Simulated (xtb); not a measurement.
Job for xtb: GFN-FF on ClH3S (a complex), monomers drawn apart or pushed together.

```
$ xtb mol.xyz --gfnff --sp --chrg 0 --uhf 0
5

Cl    -0.23466976     0.31584645    -0.70187454
H     -0.51165338     0.48619689     0.55671537
S     -0.86260529     0.59821536     2.67388782
H      0.43139309     0.36366670     2.94815791
H     -1.17715871    -0.70629500     2.73695976
```

Program output:

```
[...]
           -------------------------------------------------
          |                Calculation Setup                |
           -------------------------------------------------



molecular fragmentation (1/2 indicates fragments):
11222
# atoms in fragment 1/2:     2     3
 fragment masses (1/2) :       36.46       34.08
CMA distance (Bohr)    :   6.445
constraining FC (au)   :  0.0500

          ==================== Thresholds ====================
          CN  :   150.00000
          rep :   500.00000
          disp:  2500.00000
          HB1 :   250.00000
          HB2 :   450.00000

          Pauling EN used:
          Z : 1  EN :  2.20
          Z :16  EN :  2.58
          Z :17  EN :  3.16
          electric field strengths (au): 0.000

           -------------------------------------------------
          |           Force Field Initialization            |
           -------------------------------------------------

          distances ...
          ----------------------------------------
          generating topology and atomic info file ...
          pair mat ...
          computing topology distances matrix with Floyd-Warshall algo ...
          making topology EEQ charges ...
          #fragments for EEQ constrain: 2
          ----------------------------------------
          generating topology and atomic info file ...
          pair mat ...
          computing topology distances matrix with Floyd-Warshall algo ...
          making topology EEQ charges ...
          rings ...
          # BATM   0
          # H in HB   3

  atom   neighbors  erfCN metchar sp-hybrid imet pi  qest     coordinates
    1  Cl      1    0.98   0.00         0    0    0  -0.118   -0.443462    0.596863   -1.326351
    2  H       1    0.99   0.01         0    0    0   0.118   -0.966885    0.918779    1.052040
    3  S       2    1.93   0.00         3    0    0  -0.171   -1.630088    1.130463    5.052916
    4  H       1    0.98   0.00         0    0    0   0.086    0.815215    0.687230    5.571211
    5  H       1    0.98   0.00         0    0    0   0.086   -2.224508   -1.334704    5.172104

          #atoms :   5
          #bonds :   3
          #angl  :   1
          #tors  :   0
          #nmol  :   2
          #optfrag :   2
           -------------------------------------------------
          |                   G F N - F F                   |
          |          A general generic force-field          |
          |                  Version 1.0.3                  |
           -------------------------------------------------
          Number of HB bonds (bound hydrogen)     0
          Number of HB bonds (unbound hydrogen)   18
          Number of XB bonds                      30

 E+G (total)                   0 d,  0 h,  0 min,  0.000 sec
 distance/D3 list               ...        0 min,  0.000 sec (  0.690%)
 non bonded repulsion           ...        0 min,  0.000 sec ( 15.468%)
 dCN                            ...        0 min,  0.000 sec (  1.504%)
 EEQ energy and q               ...        0 min,  0.000 sec ( 11.119%)
 D3                             ...        0 min,  0.000 sec ( 10.682%)
 EEQ gradient                   ...        0 min,  0.000 sec ( 25.572%)
 bonds                          ...        0 min,  0.000 sec (  5.588%)
 bend and torsion               ...        0 min,  0.000 sec (  3.770%)
 bonded ATM                     ...        0 min,  0.000 sec (  0.331%)
 HB/XB (incl list setup)        ...        0 min,  0.000 sec ( 19.491%)

         :::::::::::::::::::::::::::::::::::::::::::::::::::::
         ::                     SUMMARY                     ::
         :::::::::::::::::::::::::::::::::::::::::::::::::::::
Note: The following floating-point exceptions are signalling: IEEE_UNDERFLOW_FLAG IEEE_DENORMAL
normal termination of xtb
         :: total energy              -0.348781631822 Eh    ::
         :: gradient norm              0.017074905792 Eh/a0 ::
         ::.................................................::
         :: bond energy               -0.346066575674 Eh    ::
         :: angle energy               0.001968999982 Eh    ::
         :: torsion energy             0.000000000000 Eh    ::
         :: repulsion energy           0.016441632966 Eh    ::
         :: electrostat energy        -0.013283233759 Eh    ::
         :: dispersion energy         -0.001389057170 Eh    ::
         :: HB energy                 -0.006453398167 Eh    ::
         :: XB energy                  0.000000000000 Eh    ::
         :: bonded atm energy          0.000000000000 Eh    ::
         :: external energy            0.000000000000 Eh    ::
         :: add. restraining           0.000000000000 Eh    ::
         :: total charge              -0.000000000000 e     ::
         :::::::::::::::::::::::::::::::::::::::::::::::::::::

           -------------------------------------------------
          |                Property Printout                |
           -------------------------------------------------

molecular dipole:
                 x           y           z       tot (Debye)
 q only:        0.132      -0.283       0.431       1.352

           -------------------------------------------------
          | TOTAL ENERGY               -0.348781631822 Eh   |
          | GRADIENT NORM               0.017074905792 Eh/α |
           -------------------------------------------------
########################################################################
[WARNING] Runtime exception occurred
-1- gfnff_setup: Could not read topology file.
########################################################################

------------------------------------------------------------------------
------------------------------------------------------------------------
 total:
 SCF:
```

The run finished.

Cost: around 0.03 core-seconds (rough).
